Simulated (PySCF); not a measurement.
## Working out the ionisation energy of P²⁺

P²⁺ [Ne] 3s2 3p1 (2P) → P³⁺ [Ne] 3s2 (1S). All numbers are calculated (PySCF 2.14, the spin-free X2C one-electron Hamiltonian (Gaussian nucleus), in x2c-TZVPPall (5s5p3d1f, 42 functions)). Frozen: [Ne]. Energies in hartree (1 hartree = 27.21139 eV):

```tsv
part	P²⁺ (lower)	P³⁺ (upper)
UHF	-340.458611	-339.371663
CCSD correlation	-0.064408	-0.049145
(T)	-0.001031	0.000000
```

Question: What does Hartree-Fock give?

Answer: (-339.371663) − (-340.458611) = 1.086948 hartree = 29.577 eV.

Question: What do CCSD and CCSD(T) give?

Answer: The CCSD correlation energies differ by 0.015263 hartree = 0.415 eV and the triples by 0.001031 hartree = 0.028 eV, so CCSD gives 29.992 eV and CCSD(T) 30.020 eV.

A first-order spin-orbit estimate adds 0.042 eV to CCSD(T) (valence), giving 30.062 eV against 30.203 eV (measured; NIST Atomic Spectra Database, ionization energies).

What remains against the reference includes basis incompleteness, the frozen core and higher excitations.
